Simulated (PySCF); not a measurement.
HO3S, SMILES O=[SH](=O)[O-], charge -1. Geometry optimised at B3LYP-D3(BJ)/def2-SVPD.

Task: Give the equilibrium geometry at B3LYP-D3(BJ)/def2-SVPD (PySCF confirms it by a frequency run) as bond lengths and angles, and its point group. (Estimate from the structure and the level; the computed values follow.)

Result: point group C3v.
Atoms: S1 O2 O3 O4 H5. Bond lengths (Å): S1–O2 1.495, S1–O3 1.495, S1–O4 1.495, S1–H5 1.383. Bond angles (°): O2–S1–O3 114.5, O2–S1–O4 114.5, O2–S1–H5 103.8, O3–S1–O4 114.5, O3–S1–H5 103.8, O4–S1–H5 103.8.
Charge -1, spin multiplicity 1.
